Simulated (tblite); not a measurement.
Species: C6H9NP (charge +1).
Atom-mapped SMILES: `[NH2:1][PH2+:2][c:3]1[cH:4][cH:5][cH:6][cH:7][cH:8]1` (hydrogens: H9, H10 on N1; H11, H12 on P2; H13 on C4; H14 on C5; H15 on C6; H16 on C7; H17 on C8)

Computed geometry: GFN2-xTB, gas phase.

What internal coordinates does the optimisation give?

```csv
bond,length (Å),order
N1–P2,1.635,single
P2–C3,1.784,single
"C3–C4, C3–C8",1.396,aromatic
"C4–C5, C7–C8",1.383,aromatic
"C5–C6, C6–C7",1.388,aromatic
"N1–H9, N1–H10",1.015,single
P2–H11,1.388,single
P2–H12,1.378,single
"C4–H13, C8–H17",1.081,single
"C5–H14, C7–H16",1.079,single
C6–H15,1.079,single
```

Bonds in one row agree within 0.01 Å and their mean is given. Orders are formal, as drawn. A selection of angles:
```csv
angle,degrees
P2–N1–H9,117.8
P2–N1–H10,118.7
H9–N1–H10,112.2
N1–P2–C3,110.0
N1–P2–H11,115.6
N1–P2–H12,103.6
C3–P2–H11,108.9
C3–P2–H12,114.1
H11–P2–H12,104.6
P2–C3–C4,119.5
C4–C3–C8,120.9
C3–C4–C5,119.2
C3–C4–H13,120.3
C5–C4–H13,120.5
C4–C5–C6,120.1
C4–C5–H14,119.8
C6–C5–H14,120.1
C5–C6–C7,120.5
C5–C6–H15,119.7
```

Dihedral angles: N1–P2–C3–C4 -149° (anticlinal). The mirror-image conformer, all signs reversed, is as good.

C4 (aromatic CH carbon) is planar (angles 120.5°, 120.3° and 119.2°, sum 360.0°, 0.00 Å off the plane of its three neighbours). N1 (nitrogen bonded to P and 2 H) has angles 118.7°, 117.8° and 112.2°, sum 348.7°, 0.23 Å off the plane of its three neighbours. C3 (substituted aromatic carbon) is planar (angles 120.9°, 119.6° and 119.5°, sum 360.0°, 0.01 Å off the plane of its three neighbours). C6 (aromatic CH carbon) is planar (angles 120.5°, 119.8° and 119.7°, sum 360.0°, 0.00 Å off the plane of its three neighbours). P2 (phosphorus bonded to C, N and 2 H) is distorted tetrahedral (angles from 103.6° to 115.6°). C5 (aromatic CH carbon) is planar (angles 120.1°, 120.1° and 119.8°, sum 360.0°, 0.00 Å off the plane of its three neighbours). The 6-membered ring C3–C4–C5–C6–C7–C8 has internal angles of 119.2° to 120.9°; it is planar, 0.00 Å rms from its mean plane, widest ring torsion 0°.

Point group: C1 (no symmetry element, even within 0.4 Å). Its GFN2-xTB frequencies are all real (lowest 41 cm⁻¹). Torsions: H–N1–P2–C3 49° and -170°, N1–P2–C3–C4 -149°. 2 starts were optimised and ended at 0.00 and 0.02 kcal/mol (GFN2-xTB); the lowest of these is shown.
